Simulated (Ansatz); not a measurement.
Reaction (atomization): `SB1OC[SiH2]1` → B• + C• + 5 H• + O• + S• + Si•

Isolated molecules relaxed with PBE0-D4/def2-TZVP in Ansatz; ΔE leaves out vibrations. CBS: MP2 limit from def2 TZ/QZ plus the TZ coupled-cluster correction, frozen cores. This one scheme is used for every species, atoms too. Functionals use def2-TZVPP. B3LYP here is the variant with VWN-RPA as its local correlation; programs differ in this. Open shells (•) are unrestricted, without spin–orbit coupling. Spin–orbit coupling would lower the free atoms: a little for B, C, O, S, Si. One conformer a species, not always the lowest.

`SB1OC[SiH2]1`:

```xyz
10

S     2.411    1.450    0.229
B     0.931    0.437    0.143
O     0.896   -0.814    0.692
C    -0.451   -1.309    0.423
Si   -0.976    0.295   -0.489
H     1.883    2.491   -0.431
H    -0.945   -1.532    1.371
H    -0.384   -2.224   -0.168
H    -1.300    0.132   -1.932
H    -2.065    1.074    0.161
```

(1) What is ΔE at CCSD(T)/CBS? (Best estimate.)

(2) What do these levels give: PBE-D4, PBE0-D4, PBE, B3LYP, HF/def2-TZVPP, CCSD(T)/def2-TZVPP? (Estimate.)

Largest T1 diagnostic among the species: 0.015.

Results:

(1) The calculation gave: +3634.3 kJ/mol.

(2) Computed: PBE-D4 3726.9, PBE0-D4 3658.3, PBE 3703.6, B3LYP 3596.9, HF/def2-TZVPP 2636.2, CCSD(T)/def2-TZVPP 3536.6 kJ/mol.

From PBE to PBE0 (25 % exact exchange), in def2-TZVPP and without D4, ΔE moves by −65.0 kJ/mol: exact exchange takes away binding that semilocal exchange gives to molecules. In def2-TZVPP, CCSD(T) changes the Hartree–Fock value by +900.4 kJ/mol (the triples alone add +63.8 kJ/mol) and MP2 by +970.5 kJ/mol; breaking electron pairs costs correlation energy, which Hartree–Fock lacks.

For atomizations the MP2-based limit and the directly extrapolated one differ by several kJ/mol either way, and by 10 to 25 for some Ge, Se and Sn compounds, so smaller differences from it don't rank the levels.
